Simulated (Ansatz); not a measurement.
`CO[SiH2]S[SiH2]O` + H₂S → `CO[SiH2]S` + `O[SiH2]S`  (ligand exchange at the Si–S bond)

Gas-phase electronic energies from Ansatz, PBE0-D4/def2-TZVP geometries. CCSD(T)/CBS adds triple-zeta CCSD(T) − MP2 to the extrapolated MP2 energy (def2 sets, frozen cores). This one scheme is used for every species. Functionals use def2-TZVPP. One conformer a species, not always the lowest.

`CO[SiH2]S[SiH2]O`:

Cartesian coordinates in Å:
```
C 0.851 -0.052 -1.941
O 0.791 0.728 -0.758
Si -0.637 1.331 -0.188
S -1.928 -0.233 0.453
Si -0.587 -0.991 1.954
O 0.875 -1.379 1.325
H 0.400 0.480 -2.785
H 1.900 -0.242 -2.167
H 0.334 -1.007 -1.806
H -1.360 2.064 -1.256
H -0.238 2.201 0.940
H -1.196 -2.227 2.489
H -0.458 0.047 3.009
H 1.252 -0.719 0.730
```

H₂S:

Z-matrix (Å, degrees):
```
S
H 1 1.341
H 1 1.341 2 92.3
```

`CO[SiH2]S`:

```xyz
10

C    -0.623    0.628   -1.426
O     0.281    0.594   -0.343
Si    0.028   -0.328    0.988
S     1.759   -0.313    2.212
H    -0.149    1.170   -2.246
H    -0.875   -0.380   -1.774
H    -1.549    1.146   -1.155
H    -0.317   -1.708    0.552
H    -1.055    0.219    1.845
H     2.500   -1.028    1.347
```

`O[SiH2]S`:

Cartesian coordinates in Å:
```
O -1.051 -0.843 0.666
Si 0.414 -0.217 0.270
S 0.292 1.503 -0.986
H -1.705 -0.238 1.022
H 1.158 0.287 1.452
H 1.126 -1.329 -0.394
H -0.234 0.837 -2.029
```

```tsv
level	ΔE (eV)
B2PLYP	0.15
HF/def2-TZVPP	0.03
SCS-MP2/def2-TZVPP	0.20
MP2/CBS(def2)	0.24
```

(1) What does CCSD(T)/CBS give? (Best estimate.)

Largest T1 diagnostic among the species: 0.012.

Results:

(1) Ansatz gave: +0.22 eV. The listed levels differ from it by -0.07, -0.19, -0.02, 0.02 eV.

The D4 term adds +0.15 eV with B3LYP and +0.09 eV with PBE0; it sums over pairs of atoms, weighted by their polarisabilities, and B3LYP, whose exchange is more repulsive, gets the larger term. In def2-TZVPP, CCSD(T) changes the Hartree–Fock value by +0.19 eV (the triples alone add +0.04 eV) and MP2 by +0.22 eV.

B3LYP here is the variant with VWN-RPA as its local correlation; programs differ in this.
